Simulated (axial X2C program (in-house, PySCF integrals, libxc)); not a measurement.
# Ionising BBr

All values come from calculations with an axial X2C code built on PySCF integrals, spin-free (one-electron X2C) or two-component (2c: spin–orbit coupling with atomic mean-field Coulomb and Gaunt terms, which also bring small scalar terms), in Dyall basis sets with cores contracted in-house; open shells are unrestricted.

Basis sets: B dyall-v3z, Br dyall-cv3z. Frozen shells (counts by l): BBr Br 3s2p1d, B 1s, 10 electrons correlated; BBr⁺ Br 3s2p1d, B 1s, 9 electrons correlated. Where the outer core of a metal is frozen, bonds come out longer and ionisation energies lower.

```csv
Hamiltonian,level,BBr state,Re (Å),ωe (cm⁻¹),De (eV)
spin-free,HF,"M_S = 0, Λ = 0",1.896,686.6,3.04
spin-free,PBE0,"M_S = 0, Λ = 0",1.889,684.7,4.56
spin-free,MP2,"M_S = 0, Λ = 0",1.879,706.9,4.54
spin-free,CCSD,"M_S = 0, Λ = 0",1.892,692.3,4.24
spin-free,CCSD(T),"M_S = 0, Λ = 0",1.893,689.3,4.41
2c,HF,Ω = 0,1.897,685.7,2.87
2c,PBE0,Ω = 0,1.890,683.7,4.46
2c,MP2,Ω = 0,1.880,706.1,4.39
```

Adiabatic ionisation energy (minimum to minimum, no zero-point term) and constants of BBr⁺:

| Hamiltonian | level | BBr⁺ state | IE (eV) | Re (Å) | ωe (cm⁻¹) | De (eV) | fragments |
| --- | --- | --- | --- | --- | --- | --- | --- |
| spin-free | HF | M_S = 1/2, Λ = 0 | 8.55 | 1.746 | 961.0 | 2.53 | Br + B+ |
| spin-free | PBE0 | M_S = 1/2, Λ = 0 | 9.44 | 1.745 | 950.0 | 3.77 | Br + B+ |
| spin-free | MP2 | M_S = 1/2, Λ = 0 | 9.35 | 1.743 | 982.3 | 3.44 | Br + B+ |
| spin-free | CCSD | M_S = 1/2, Λ = 0 | 9.62 | 1.749 | 946.8 | 2.80 | Br + B+ |
| spin-free | CCSD(T) | M_S = 1/2, Λ = 0 | 9.62 | 1.754 | 938.9 | 3.01 | Br + B+ |
| 2c | HF | Ω = 1/2 | 8.54 | 1.746 | 958.5 | 2.37 | Br + B+ |
| 2c | PBE0 | Ω = 1/2 | 9.44 | 1.746 | 947.6 | 3.67 | Br + B+ |
| 2c | MP2 | Ω = 1/2 | 9.35 | 1.744 | 980.3 | 3.30 | Br + B+ |

(1) Add the zero-point terms to the ionisation energy at MP2, 2c, and say whether the electron removed was bonding.

(2) Close the cycle De(BBr⁺) + IE(BBr) = De(BBr) + IE(B) to find the atomic ionisation energy at MP2, 2c.

Each entry is the lowest single determinant of a limited PBE0 search at one distance. De goes to single-determinant-based atoms at the same level (for ions the charge split of lowest energy) and is withheld (n/a) where an atom does not fit its ground term or J level. Main or longest-lived isotopes. Some light 2c atoms are not at their ground J level, so De misses part of their lowering (0.04 eV or less). The functionals have no current term, which raises determinants with orbital currents.

Results:

(1) IE0 = IE + (ωe⁺ − ωe)/2 = 9.35 + (0.017) = 9.37 eV. Re changes by -0.136 Å, so the bond shortens, as on loss of an antibonding or a polarising non-bonding electron.

(2) IE(B) = 3.30 + 9.35 − 4.39 = 8.26 eV, for the determinants used.
